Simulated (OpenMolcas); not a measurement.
# Ag2+: effect of the metal basis

Ag2+ with its 8 nearest fluoride ions at 2.375 Å, on the Ca site of CaF2 (a = 5.46294 Å, distance in the model lattice 2.366 Å). The rest of the host is ab initio model potentials to 7.6 Å and point charges beyond; the distance is set by hand and nothing relaxes.

| Item | Value |
| --- | --- |
| Program | OpenMolcas 26.06 |
| Method | SS-CASPT2, IPEA 0.25 Eh, imaginary shift 0.1 Eh (closed shells correlated: 4s 4p and the ligand valence shells) |
| Spin-orbit coupling | RASSI with atomic mean-field integrals over the reference wave functions |

Fixed: ligand basis ANO-RCC-VDZP, active space 9 electrons in 5 orbitals (4d), DKH2 Hamiltonian.

States (labels of O, the rotations of Oh). Energies in cm-1 above the lowest state or level, χT in cm3 K/mol; under a threefold ground state the first gap can be a small split of the lowest multiplet, not the spin-orbit step; 10Dq is the gap between the two states; 10Dq is negative for this site.

| Run | Metal basis | Ground state | First state of that spin | 10Dq | First gap with spin-orbit (degeneracies) | χT at 300 K | Cost |
| --- | --- | --- | --- | --- | --- | --- | --- |
| A | ANO-RCC-VDZP | 2T2 | 2E 7430 | -7429 | 2010 (2, 4) | 0.538 | roughly 20 core-seconds |
| B | ANO-RCC-VTZP | 2T2 | 2E 7200 | -7200 | 1960 (2, 4) | 0.551 | roughly 30 core-seconds |

Against A, |10Dq| changes by -3.1 % in B.

Costs are those of the CASPT2 steps.

Roots that are degenerate in the reference are averaged as groups; the widest CASPT2 spread within a group is 54 cm-1 (the 3-fold group of multiplicity 2 near 0 cm-1 above the lowest state of its run, B). Shifts and gaps below about the spread of the groups concerned are not significant. Over all roots computed the reference weight is 0.69 to 0.70 in A, 0.69 in B; a low but even weight reflects the number of correlated electrons. An orbital triplet at a regular site is open to Jahn-Teller coupling, which can distort the site and quench the lowest spin-orbit gaps and is left out. Ligand-to-metal charge-transfer states are missing. With one d shell and no ligand orbital active, 10Dq can be off by a tenth or more. Free-ion shares, where given, are those of the reference states; single-state CASPT2 does not remix them. No measured value stands beside these numbers; the geometry was set by hand and not optimised.
